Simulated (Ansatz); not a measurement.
HO₂ (SMILES [O-]O), charge -1, singlet, at a GFN2-xTB geometry (a gas-phase anion, which may not be bound at this level); BHLYP/6-311G** run with Ansatz (a quantum-chemistry and plane-wave program).

Here is a job for Ansatz.
Ansatz 0.2 input:
```yaml
crystal:
  periodic: [false, false, false]
  atoms:
    - {symbol: O, position_ang: [0.05490534, 0.78093785, -0.03251581]}
    - {symbol: O, position_ang: [0.03987144, -0.67586595, -0.02806914]}
    - {symbol: H, position_ang: [-0.75821429, -0.84057518, 0.48467963]}
basis:
  gaussian:
    orbitals: 6-311G__.json
hamiltonian:
  xc: {name: BHLYP}
total_charge: -1
accuracy: high
```
The basis file holds 6-311G** in the JSON format of the Basis Set Exchange.

It wrote (shortened):

```
Functional definition: BHLYP
756 factors; integrals over basis functions are off by at most 3.7e-9 eV
mean field evaluation 1: about -4104.1572 eV, gradient 2.5e1 eV
mean field evaluation 2: about -4104.2578 eV, gradient 2.7e1 eV
mean field evaluation 4: about -4105.2797 eV, gradient 1.2e0 eV
mean field evaluation 8: about -4105.2828 eV, gradient 1.2e-2 eV
mean field evaluation 16: about -4105.2828 eV, gradient 3.5e-6 eV
mean field -4105.28278891 eV, -150.8663598317 hartree, gradient 3.9e-8 eV, S^2 0.000000; 0 other end points of the search recorded, 0 dependent functions left out
reference -4105.28280479 eV, -150.8663604156 hartree; 9, 9 occupied and 33, 33 virtual orbitals, 756 factors
Total energy: -4105.28280479 eV, -150.8663604156 hartree
```
